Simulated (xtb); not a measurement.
CuF, charge +1, doublet, geometry from GFN2-xTB (such geometries of metal compounds can be far from the true shape) (the multiplicity is a formal guess). Base run: GFN0-xTB (xtb).

The xtb input:
```
$ xtb mol.xyz --gfn 0 --chrg 1 --uhf 1 --json

# file mol.xyz
2

Cu    -0.00000000    -0.00000000    -0.40706850
F      0.00000000     0.00000000     1.31166518
```

The base run was repeated with changes; each row names its change, and settings that it needs were set with it.

| change | ΔE vs base (mEh) |
|---|---|
| base | 0.000 |
| file = coord | 0.000 |
| etemp = 10 | 0.014 |
